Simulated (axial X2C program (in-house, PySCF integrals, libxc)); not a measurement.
# Low determinants of CoSb at the PBE0 level, spin-free

Computed with an in-house all-electron X2C program for linear molecules (integrals from PySCF). Spin-free means the one-electron spin-free X2C Hamiltonian. Basis: Sb dyall-cv3z [11s12p8d4f1g], Co dyall-cv3z [9s10p6d3f2g] (cores contracted in-house); Gaussian nuclei, density fitting, unrestricted open shells. Masses: Sb 120.904 u, Co 58.933 u.

Search at 2.428 Å (vertical energies from the lowest determinant):

```tsv
ΔE (eV)	state	electrons beyond evenly filled partner blocks	electrons in σ, π, δ, φ
0.00	M_S = 2, Λ = 2	σα, π+α, π-α, δ+α, δ+β, δ-α	33 34 11 0
0.29	M_S = 2, Λ = 3	2 × π+α, π+β, 2 × π-α, δ+α, δ+β, δ-α	34 33 11 0
0.45	M_S = 2, Λ = 1	2 × π+α, 2 × π-α, π-β, δ+α, δ+β, δ-α	34 33 11 0
0.50	M_S = 1, Λ = 1	π-α, δ+α, δ+β, δ-α	34 33 11 0
0.66	M_S = 2, Λ = 0	2 × π+α, 2 × π-α	34 32 12 0
0.70	M_S = 1, Λ = 2	σα, π+β, π-α, δ+α, δ+β, δ-α	33 34 11 0
0.70	M_S = 1, Λ = 4	σα, π+α, π+β, δ+α, δ+β, δ-α	33 34 11 0
```

Lowest determinant, M_S = 2, Λ = 2 (beyond evenly filled blocks: σα, π+α, π-α, δ+α, δ+β, δ-α): Re = 2.423 Å, ωe = 245.2 cm⁻¹.

The determinant in row 2 of the search, M_S = 2, Λ = 3 (beyond evenly filled blocks: 2 × π+α, π+β, 2 × π-α, δ+α, δ+β, δ-α), was followed along the bond at PBE0; measured from the minimum of the lowest determinant it gives:

Te = 0.286 eV (2311 cm⁻¹), Re = 2.460 Å, ωe = 242.9 cm⁻¹.

**Question.** Compare the bond of the determinant in row 2 with that of the lowest one.

**Answer.** At PBE0 its Re is 0.037 Å longer and its force constant, which goes as ωe², is 0.98 times that of the lowest determinant. T0 ≈ Te + Δωe/2 = 2311 + (-1) = 2310 cm⁻¹.

The search compares states at one distance, so a state with another bond length can lie lower; it is not exhaustive and yields mostly the lowest determinant of each block pattern, so other components and higher states of one pattern are missing. These are energies of single determinants, not of spin-adapted states; PBE0 term energies can be off by some tenths of an eV, and the functional has no current term. The lowest determinant need not be the ground state where others lie within half an eV.
